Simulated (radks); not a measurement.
Rh17+, 28 electrons, occupied as [Ne] 3s1 3p6 3d10 4s1 (not the ground configuration). Method: scalar-relativistic Kohn-Sham, HCTH/407, spin-polarised, spherical densities, point nucleus; open shells are filled with parallel spins first (spin-orbit coupling, left out, can overturn this in heavy ions); computed with a radial shooting solver on a logarithmic mesh with Libxc functionals.

Local quantities along the radius. ELF = 1/(1 + alpha^2) is the electron localisation function; alpha = (tau - tau_W)/tau_unif compares the Pauli kinetic energy density with that of the uniform gas (summed over spins). tau is taken from the large components.

| r (bohr) | ELF | alpha |
|---|---|---|
| 0.001816 | 0.999 | 0.02253 |
| 0.002327 | 0.999 | 0.02334 |
| 0.002982 | 0.999 | 0.02480 |
| 0.003821 | 0.999 | 0.02715 |
| 0.004858 | 0.999 | 0.03066 |
| 0.006225 | 0.999 | 0.03628 |
| 0.007978 | 0.998 | 0.04524 |
| 0.01022 | 0.996 | 0.06021 |
| 0.013 | 0.993 | 0.08563 |
| 0.01665 | 0.982 | 0.1353 |
| 0.02134 | 0.947 | 0.2376 |
| 0.02713 | 0.833 | 0.4484 |
| 0.03477 | 0.566 | 0.8760 |
| 0.04455 | 0.340 | 1.393 |
| 0.05709 | 0.350 | 1.364 |
| 0.07258 | 0.553 | 0.8991 |
| 0.093 | 0.734 | 0.6027 |
| 0.1192 | 0.731 | 0.6059 |
| 0.1527 | 0.504 | 0.9916 |
| 0.1942 | 0.315 | 1.476 |
| 0.2488 | 0.470 | 1.061 |
| 0.3188 | 0.704 | 0.6478 |
| 0.4086 | 0.737 | 0.5976 |
| 0.5194 | 0.555 | 0.8960 |
| 0.6656 | 0.218 | 1.892 |
| 0.8529 | 0.249 | 1.737 |
| 1.084 | 0.688 | 0.6738 |
| 1.389 | 0.919 | 0.2959 |
| 1.78 | 0.955 | 0.2163 |
| 2.282 | 0.906 | 0.3229 |

On this mesh the ELF has minima near r = 0.050, 0.19, 0.75 bohr, which separate the shells, and maxima near 0.11 (0.76), 0.36 (0.74), 1.8 (0.96).
